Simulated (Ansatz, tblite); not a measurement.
Isomers of Sr2O2⁺ (doublet), found by a short tight-binding search and relaxed with r2SCAN-D4/def2-TZVP in Ansatz.

In the def2 sets Sr takes a core potential; there is no spin–orbit coupling. The xTB rows come from tblite. Correlated methods freeze 2 core orbitals; core or outer-core shells of Sr are correlated, in sets that lack core-valence functions. In CCSD on the charge 1 doublet the largest single amplitude is 0.19, so its Hartree–Fock determinant may place the open shell otherwise than the density functionals do.

Run but left out: HF/def2-TZVPP, MP2/def2-TZVPP (A: a determinant that CCSD turns far, T1 0.050).

A: At CCSD(T)/def2-TZVPP T1 of the charge 1 doublet is large (up to 0.050), so the single-reference result is doubtful. B: It holds 1 O–O bond.

Other spin states were run for one of them alone.

A:

```xyz
4

Sr    0.565    0.362   -1.705
Sr   -0.565   -0.363    1.705
O    -0.845   -0.753   -0.440
O     0.845    0.754    0.440
```

B:

```xyz
4

Sr    1.647   -0.281    0.986
Sr   -1.594   -0.722   -0.838
O    -0.404    0.578    0.579
O     0.352    0.425   -0.727
```

**Question.** Estimate which lies lowest at each level, and how far above it the others are (eV).

**Answer.** 
```
                level     A     B
             GFN1-xTB  0.00  0.19
             GFN2-xTB  1.84  0.00
LDA (SPW92)/def2-TZVP  0.00  1.56
     PBE-D4/def2-TZVP  0.00  1.72
  r2SCAN-D4/def2-TZVP  0.00  1.88
 r2SCANh-D4/def2-TZVP  0.00  1.83
    PBE0-D4/def2-TZVP  0.00  1.63
      CCSD/def2-TZVPP  0.00  1.38
   CCSD(T)/def2-TZVPP  0.00  1.44
```
Point groups (tolerance 0.1 Å): A D2h, B C2v. Lower isomers may exist.
